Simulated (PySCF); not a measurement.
C3H8Si, charge +1, doublet, at a GFN2-xTB geometry (a state made from the parent by changing its charge; the spin is typed, not shown lowest); PySCF with R2SCAN/cc-pVDZ.

Here is a job for PySCF.
```python
from pyscf import gto, scf, dft

mol = gto.Mole()
mol.atom = '''
    C     1.05833802    0.47727651    0.97110393
    C     0.96501957   -0.69868733    0.01191923
    Si   -0.84211903   -0.37976868   -0.77270691
    C    -0.31879072    0.99011582    0.58104385
    H     1.86318259    1.16764572    0.73806192
    H     1.13584709    0.18482051    2.01377110
    H     1.68976193   -0.65965217   -0.79669617
    H     0.94572194   -1.66504962    0.50831183
    H    -1.87958013   -1.31092150   -0.34989867
    H    -0.85038746    0.07979365   -2.15504985
    H    -0.29912040    1.95664619    0.08499323
    H    -1.04316039    0.95124873    1.39000123
'''
mol.basis = 'cc-pvdz'
mol.charge = 1
mol.spin = 1
mol.verbose = 4
mol.build()

mf = dft.UKS(mol)
mf.xc = 'r2scan'
mf.grids.atom_grid = (99, 590)
mf.grids.prune = None
mf.kernel()
```

Q: Write the output that PySCF gives for this input, abridged.

A: 
```
PySCF version 2.14.0

[INPUT] verbose = 4
[INPUT] num. atoms = 12
[INPUT] num. electrons = 39
[INPUT] charge = 1
[INPUT] spin (= nelec alpha-beta = 2S) = 1
[INPUT] symmetry False subgroup None
[INPUT] Mole.unit = angstrom
[INPUT] Symbol           X                Y                Z      unit          X                Y                Z       unit  Magmom
[INPUT]  1 C      1.058338020000   0.477276510000   0.971103930000 AA    1.999969005014   0.901921889588   1.835120466189 Bohr   0.0
[INPUT]  2 C      0.965019570000  -0.698687330000   0.011919230000 AA    1.823622692146  -1.320327700404   0.022524080316 Bohr   0.0
[INPUT]  3 Si    -0.842119030000  -0.379768680000  -0.772706910000 AA   -1.591374330984  -0.717658795888  -1.460204434459 Bohr   0.0
[INPUT]  4 C     -0.318790720000   0.990115820000   0.581043850000 AA   -0.602427151853   1.871047731399   1.098013742863 Bohr   0.0
[INPUT]  5 H      1.863182590000   1.167645720000   0.738061920000 AA    3.520904815158   2.206530621321   1.394734891771 Bohr   0.0
[INPUT]  6 H      1.135847090000   0.184820510000   2.013771100000 AA    2.146439919484   0.349260146102   3.805475856564 Bohr   0.0
[INPUT]  7 H      1.689761930000  -0.659652170000  -0.796696170000 AA    3.193187263416  -1.246561938775  -1.505537565790 Bohr   0.0
[INPUT]  8 H      0.945721940000  -1.665049620000   0.508311830000 AA    1.787155456592  -3.146487765611   0.960570144576 Bohr   0.0
[INPUT]  9 H     -1.879580130000  -1.310921500000  -0.349898670000 AA   -3.551891674874  -2.477282605804  -0.661212657650 Bohr   0.0
[INPUT] 10 H     -0.850387460000   0.079793650000  -2.155049850000 AA   -1.606999399165   0.150788144979  -4.072454001285 Bohr   0.0
[INPUT] 11 H     -0.299120400000   1.956646190000   0.084993230000 AA   -0.565255634270   3.697525421774   0.160613927142 Bohr   0.0
[INPUT] 12 H     -1.043160390000   0.951248730000   1.390001230000 AA   -1.971287441094   1.797599576040   2.626721637509 Bohr   0.0

nuclear repulsion = 165.25108540642
number of shells = 44
number of NR pGTOs = 175
number of NR cGTOs = 100
basis = cc-pvdz
ecp = {}

******** <class 'pyscf.dft.uks.UKS'> ********
method = UKS
initial guess = minao
damping factor = 0
level_shift factor = 0
DIIS = <class 'pyscf.scf.diis.CDIIS'>
diis_start_cycle = 1
diis_space = 8
diis_damp = 0
SCF conv_tol = 1e-09
SCF conv_tol_grad = None
SCF max_cycles = 50
direct_scf = True
direct_scf_tol = 1e-13
number electrons alpha = 20  beta = 19
XC library pyscf.dft.libxc version 7.1.2
    S. Lehtola, C. Steigemann, M. J. T. Oliveira, and M. A. L. Marques,  SoftwareX 7, 1–5 (2018)
XC functionals = r2scan
    J. W. Furness, A. D. Kaplan, J. Ning, J. P. Perdew, and J. Sun,  J. Phys. Chem. Lett. 11, 8208–8215 (2020)
    J. W. Furness, A. D. Kaplan, J. Ning, J. P. Perdew, and J. Sun,  J. Phys. Chem. Lett. 11, 9248–9248 (2020)
    J. W. Furness, A. D. Kaplan, J. Ning, J. P. Perdew, and J. Sun,  J. Phys. Chem. Lett. 11, 8208–8215 (2020)
    J. W. Furness, A. D. Kaplan, J. Ning, J. P. Perdew, and J. Sun,  J. Phys. Chem. Lett. 11, 9248–9248 (2020)
radial grids:
    Treutler-Ahlrichs [JCP 102, 346 (1995); DOI:10.1063/1.469408] (M4) radial grids

becke partition: Becke, JCP 88, 2547 (1988); DOI:10.1063/1.454033
pruning grids: None
grids dens level: 3
symmetrized grids: False
atomic radii adjust function: <function treutler_atomic_radii_adjust>
User specified grid scheme (99, 590)
small_rho_cutoff = 0
Set gradient conv threshold to 3.16228e-05
tot grids = 700920
init E= -408.551504450481

cycle= 1 E= -408.131064070331  delta_E= 0.42  |g|= 0.216  |ddm|= 2.09
cycle= 2 E= -408.098996120566  delta_E= 0.0321  |g|= 0.308  |ddm|= 0.503
cycle= 3 E= -408.159727061257  delta_E= -0.0607  |g|= 0.0433  |ddm|= 0.33
cycle= 4 E= -408.16076598545  delta_E= -0.00104  |g|= 0.0141  |ddm|= 0.0468
cycle= 5 E= -408.160887925238  delta_E= -0.000122  |g|= 0.00389  |ddm|= 0.0171
cycle= 6 E= -408.160897579956  delta_E= -9.65e-06  |g|= 0.00143  |ddm|= 0.00437
cycle= 7 E= -408.160898638336  delta_E= -1.06e-06  |g|= 0.00058  |ddm|= 0.00171
cycle= 8 E= -408.160898899559  delta_E= -2.61e-07  |g|= 8.44e-05  |ddm|= 0.000767
cycle= 9 E= -408.160898910806  delta_E= -1.12e-08  |g|= 2.77e-05  |ddm|= 0.00022
cycle= 10 E= -408.160898911743  delta_E= -9.36e-10  |g|= 5.88e-06  |ddm|= 5.79e-05
Extra cycle  E= -408.160898911774  delta_E= -3.08e-11  |g|= 4.21e-06  |ddm|= 1.29e-05
converged SCF energy = -408.160898911774  <S^2> = 0.75508156  2S+1 = 2.0050751
```
